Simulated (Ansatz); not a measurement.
Correlation energies of `Cl[SiH][SiH2]Cl` radical by basis set

| atom | x (Å) | y (Å) | z (Å) |
| --- | --- | --- | --- |
| Cl1 | -0.040 | 1.514 | -2.343 |
| Si2 | -0.380 | 1.316 | -0.318 |
| Si3 | 0.461 | -0.741 | 0.401 |
| Cl4 | 0.010 | -0.899 | 2.405 |
| H5 | -1.841 | 1.485 | -0.081 |
| H6 | -0.143 | -1.902 | -0.302 |
| H7 | 1.934 | -0.774 | 0.238 |

The species carries charge 0 and has multiplicity 2. Geometry: relaxed with PBE0-D4/def2-TZVP. It is one conformer, not always the lowest. Frozen core, unrestricted reference, Ansatz. CBS rows extrapolate triple and quadruple zeta; past MP2 they add the triple-zeta difference.

| basis | HF (Eh) | MP2 corr. |
| --- | --- | --- |
| def2-SVP | -1498.19717 | -0.43630 |
| def2-TZVPP | -1498.72483 | -0.59453 |
| def2-QZVPP | -1498.76828 | -0.65201 |

**Question.** Estimate the CCSD correlation energy and the (T) correction in each basis where they were run (hartree).

**Answer.** 
```json
{"basis": "def2-SVP", "CCSD corr.": "-0.49194", "(T)": "-0.01177"}
{"basis": "def2-TZVPP", "CCSD corr.": "-0.65723", "(T)": "-0.02753"}
{"basis": "CBS(def2)", "CCSD corr.": "-0.75729", "(T)": "as TZ"}
```
